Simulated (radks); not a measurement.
Question: Species: Pb+. Configuration: [Hg] 6p1. Calculated with a radial shooting solver on a logarithmic mesh with Libxc functionals: non-relativistic Kohn-Sham, TPSS, spin-polarised, spherical densities, point nucleus; open shells are filled with parallel spins first (spin-orbit coupling, left out, can overturn this in heavy ions); meta-GGA in the generalised Kohn-Sham scheme; relativity is left out, which matters for an element this heavy. Some entries of the table are withheld. Estimate them.

orbital  occ.  eigenvalue (hartree)  <1/r> (bohr^-1)
1s up       1             -2905.040            81.46
1s down     1             -2905.040            81.46
2s up       1             -489.6070            19.21
2s down     1             -489.6070            19.21
2p up       3             -471.3417            19.24
2p down     3             -471.3415            19.24
3s up       1             -116.9666            7.475
3s down     1             -116.9664            7.475
3p up       3             -108.2963            7.429
3p down     3             -108.2960            7.429
3d up       5             -92.17276            7.363
3d down     5             -92.17254            7.363
4s up       1             -26.16327            3.293
4s down     1             -26.16296            3.293
4p up       3             -22.35099            3.207
4p down     3             -22.35063            3.207
4d up       5             -15.33416            3.032
4d down     5             -15.33374            3.032
4f up       7              -5.85153            2.720
4f down     7              -5.85100            2.720
5s up       1              -4.50907            1.400
5s down     1              -4.50780            1.400
5p up       3              -3.23581              (1)
5p down     3              -3.23444              (2)
5d up       5              -1.18161              (3)
5d down     5              -1.17749              (4)
6s up       1                   (5)           0.4963
6s down     1                   (6)           0.4998
6p up       1              -0.37526           0.4065
6p down     0              -0.34367           0.4023

Answer: 
(1) 5p up <1/r> (bohr^-1): 1.294
(2) 5p down <1/r> (bohr^-1): 1.294
(3) 5d up <1/r> (bohr^-1): 1.024
(4) 5d down <1/r> (bohr^-1): 1.028
(5) 6s up eigenvalue (hartree): -0.61161
(6) 6s down eigenvalue (hartree): -0.57935
